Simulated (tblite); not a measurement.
Compound: C₆H₁₀F₃P.
SMILES with atom numbers: `[F:1][C:2]([F:3])([F:4])[CH2:5][CH2:6][PH:7][CH:8]1[CH2:9][CH2:10]1` (hydrogens: H11, H12 on C5; H13, H14 on C6; H15 on P7; H16 on C8; H17, H18 on C9; H19, H20 on C10)

Geometry (GFN2-xTB, Å), atoms numbered from 1 in this order:
```xyz
20
C6H10F3P angstrom
F      3.3213   -0.7165    0.2076
C      2.5366   -0.5010   -0.8542
F      1.7782   -1.5987   -1.0062
F      3.3485   -0.4573   -1.9252
C      1.7036    0.7567   -0.7311
C      0.9724    0.8199    0.6070
P      0.0298   -0.7536    1.0128
C     -1.2812   -0.6242   -0.2663
C     -2.2810    0.4958   -0.2606
C     -2.7092   -0.8868    0.1130
H      2.3758    1.6099   -0.8494
H      0.9954    0.7517   -1.5621
H      0.2855    1.6688    0.5929
H      1.6926    0.9682    1.4159
H     -0.7173   -0.1174    2.0172
H     -0.9634   -1.0126   -1.2286
H     -2.2265    1.2345    0.5268
H     -2.6048    0.8987   -1.2091
H     -2.9326   -1.0826    1.1518
H     -3.3286   -1.4429   -0.5744
```

Calculated harmonic vibrations of the isolated species, GFN2-xTB (tblite), most abundant isotopes, no scaling. The method is semi-empirical: single wavenumbers can be off by several per cent or more. Modes of hydrogen on phosphorus can be 10 to 20 % off. One conformer, not necessarily the lowest.

Harmonic wavenumbers (cm⁻¹): 31.4, 43.3, 69.6, 120.7, 127.1, 212.4, 230.2, 298.1, 338.5, 350.1, 406.9, 477.2, 497.0, 580.8, 634.9, 678.0, 752.5, 804.2, 820.7, 837.5, 850.2, 909.6, 921.6, 965.1, 991.3, 1030.5, 1043.1, 1052.1, 1064.1, 1067.5, 1073.0, 1099.6, 1151.4, 1155.8, 1185.4, 1199.1, 1225.2, 1260.6, 1321.0, 1332.0, 1433.7, 1437.9, 1447.9, 1480.7, 2238.9, 2958.3, 2966.5, 2981.1, 2995.5, 3016.5, 3069.5, 3078.2, 3083.6, 3098.6.

A = 2357, B = 607.1, C = 592.1 MHz; mass 170.047 u (most abundant isotopes); point group C1, symmetry number 1.

Zero-point energy?

½Σν̃ = 32748 cm⁻¹ = 93.63 kcal/mol.

Give the ideal-gas entropy at 200 K and 1 bar in the rigid-rotor, harmonic-oscillator model (classical rotation).

Translation 39.34, rotation 29.13, vibration 23.51: S = 92.0 cal/(mol K).

And Cp and H(200 K) − H(0)?

Cp = 30.56 cal/(mol K), of which vibrations give 22.62 (their classical limit is 54 R = 107.3); H(200 K) − H(0) = 3.97 kcal/mol without the zero-point energy, 2.38 from vibrations.

How do the functions run with temperature in this model?

| T (K) | S (cal/(mol K)) | Cp (cal/(mol K)) | H − H(0) (kcal/mol) | G − H(0) (kcal/mol) | ln q(vib) |
| --- | --- | --- | --- | --- | --- |
| 150 | 84.0 | 25.3 | 2.58 | -10.02 | 4.31 |
| 250 | 99.4 | 36.3 | 5.64 | -19.21 | 7.32 |
| 298.15 | 106.3 | 42.1 | 7.53 | -24.16 | 8.73 |
| 400 | 120.4 | 53.8 | 12.43 | -35.71 | 11.70 |
| 600 | 145.6 | 70.8 | 25.01 | -62.37 | 17.46 |
| 900 | 177.5 | 86.0 | 48.74 | -111.00 | 25.59 |

q(vib) and H(0) count from the zero-point level.

What must be added to the electronic energy to get the Gibbs energy at 200 K and 1 bar?

ZPE + [H(200 K) − H(0)] − T·S = 93.63 + 3.97 − 18.40 = 79.20 kcal/mol.

Blend soft modes into free rotors: weight 1/[1 + (100 cm⁻¹/ν̃)⁴] for the oscillator and the rest for a rotor with moment μB/(μ + B), μ = h/(8π²ν), B = 10⁻⁴⁴ kg m². What vibrational entropy results?

20.77 cal/(mol K) in place of 23.51, which changes −T·S at 200 K by +0.55 kcal/mol.

Which modes carry the vibrational entropy at 200 K?

31.4 cm⁻¹: 4.95; 43.3 cm⁻¹: 4.31; 69.6 cm⁻¹: 3.38; 120.7 cm⁻¹: 2.33; 127.1 cm⁻¹: 2.23; 212.4 cm⁻¹: 1.33 cal/(mol K); the other 48 give 4.98 together.

Hindered rotation and anharmonicity are outside this model. Other conformers, if any are populated, would add a mixing term that is left out. The structure is chiral; the term R ln 2 for an equal mix with its mirror image is left out.
